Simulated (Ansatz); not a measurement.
Gas-phase electronic energies from Ansatz, PBE0-D4/def2-TZVP geometries. CCSD(T)/CBS is the MP2 limit (def2-TZVPP, def2-QZVPP) plus CCSD(T) − MP2 in def2-TZVPP, frozen cores. Functionals use def2-TZVPP. B3LYP here is the variant with VWN-RPA as its local correlation; programs differ in this. def2 core potentials past Kr. For Mg, Sn outer-core shells are correlated without core-valence functions, which leaves a few kJ/mol of doubt a bond. Each species was taken in one conformer, which may not be the lowest.

Reaction (redistribution): `C[O][SnH]([CH3])[OH]` + `[F][Mg][Cl]` → `C[O][SnH]([OH])[Cl]` + `[CH3][Mg][F]`

| level | ΔE (kJ/mol) | difference from CCSD(T)/CBS |
| --- | --- | --- |
| PBE-D4 | 86.5 | -10.8 |
| PBE0-D4 | 94.5 | -2.8 |
| B3LYP-D4 | 92.6 | -4.7 |
| ωB97X-V | 97.8 | 0.5 |
| ωB97M-V | 94.7 | -2.6 |
| B2PLYP | 96.1 | -1.2 |
| PBE | 86.8 | -10.5 |
| r2SCAN | 96.6 | -0.7 |
| PBE0 | 94.8 | -2.5 |
| SCS-MP2/def2-TZVPP | 101.7 | 4.4 |
| CCSD/def2-TZVPP | 102.6 | 5.3 |
| CCSD(T)/def2-TZVPP | 99.9 | 2.6 |
| HF/def2-QZVPP | 109.8 | 12.5 |
| SCS-MP2/def2-QZVPP | 101.0 | 3.7 |
| MP2/CBS(def2) | 99.6 | 2.3 |
| CCSD/CBS(def2) | 100.1 | 2.8 |
| CCSD(T)/CBS | 97.3 | 0 |

Largest T1 diagnostic among the species: 0.013.

From PBE to PBE0 (25 % exact exchange), in def2-TZVPP and without D4, ΔE moves by +8.0 kJ/mol. In def2-TZVPP, CCSD(T) changes the Hartree–Fock value by −8.8 kJ/mol (the triples alone add −2.8 kJ/mol) and MP2 by −6.6 kJ/mol.
